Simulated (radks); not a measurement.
Values are calculated unless marked as measured or tabulated.
Valence configurations of W3+ (all share [Xe]). Level of theory: Dirac Kohn-Sham, PBE, spin-unpolarised, spherical densities, finite nucleus; open shells fill j = l - 1/2 first; Fermi nuclear charge, rms radius 5.3658 fm (a radial shooting solver on a logarithmic mesh with Libxc functionals). Energies are relative to 4f14 5d3; eigenvalues in eV.

\begin{tabular}{lrrrrrr}
valence & E (eV) & e(4f5/2) & e(4f7/2) & e(5d3/2) & e(6p1/2) & e(6s1/2) \\ \hline
4f14 5d3 & 0.000 & -62.964 & -60.723 & -31.430 & - & - \\
4f14 5d2.5 6p0.5 & 5.024 & -65.355 & -63.113 & -33.127 & -22.664 & - \\
4f13 5d3 6s1 & 38.010 & -76.354 & -74.020 & -35.938 & - & -30.375 \\
4f14 5d2 6p1 & 10.464 & -67.786 & -65.543 & -34.833 & -23.539 & - \\
4f14 5d2 6s1 & 3.764 & -66.685 & -64.442 & -33.944 & - & -29.655 \\
4f14 5d1 6s2 & 8.588 & -70.569 & -68.323 & -36.524 & - & -31.158 \\
4f13 5d3 6p1 & 44.913 & -77.441 & -75.107 & -36.833 & -24.050 & - \\
4f13 5d4 & 33.022 & -72.481 & -70.149 & -33.310 & - & - \\
4f14 5d2.5 6s0.5 & 1.751 & -64.801 & -62.560 & -32.676 & - & -28.914 \\
4f12 5d3 6s2 & 87.597 & -90.650 & -88.220 & -40.685 & - & -32.541 \\
\end{tabular}

NIST lists [Xe] 4f14 5d3 as the ground configuration; this level of theory agrees among the configurations tried. The energies are those of spherical spin-averaged densities, not of single terms.
